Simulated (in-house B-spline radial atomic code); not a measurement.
Pd5+: [Ar] 3d10 4s2 (4p1/2)1 (4p3/2)4 (4d3/2)3 (4d5/2)2 (8f7/2)1 (an excited or competing configuration)

Level of theory: Dirac-Hartree-Fock, average of the jj configuration, Fermi nucleus of rms radius 4.5318 fm; calculated with a B-spline radial code for spherical atoms.

Effective charges: Z_r = [3n² - l(l+1)]/(2<r>) from the radius, Z_e = n√(-2ε) from the energy, and Slater's rules. Values are occupation-weighted means over j. An effective charge above Z reflects the relativistic contraction of the inner shells.

| shell | electrons | ε (eV) | <r> (bohr) | Z_r | Z_e | Slater |
| --- | --- | --- | --- | --- | --- | --- |
| 1s | 2 | -24597 | 0.03184 | 47.10 | 42.52 | 45.70 |
| 2s | 2 | -3762.3 | 0.1377 | 43.57 | 33.26 | 41.85 |
| 2p | 6 | -3379.3 | 0.1205 | 41.49 | 31.52 | 41.85 |
| 3s | 2 | -797.13 | 0.3765 | 35.86 | 22.96 | 34.75 |
| 3p | 6 | -667.46 | 0.3762 | 33.22 | 21.01 | 34.75 |
| 3d | 10 | -461.06 | 0.356 | 29.49 | 17.46 | 24.85 |
| 4s | 2 | -197.58 | 0.9205 | 26.07 | 15.24 | 18.60 |
| 4p | 5 | -156.51 | 0.9909 | 23.21 | 13.57 | 18.60 |
| 4d | 5 | -98.037 | 1.161 | 18.09 | 10.74 | 9.60 |
| 8f | 1 | -8.4455 | 13.44 | 6.70 | 6.30 | 6.00 |

The least bound orbital is 8f7/2 at -8.446 eV, and it is also the most diffuse (<r> = 13.44 bohr).

For the 1s electron the small component carries 2.84 % of the norm, the zero-frequency Breit interaction raises the level by 51.77 eV, self-energy by 28.84 eV, and vacuum polarisation lowers it by 3.56 eV.
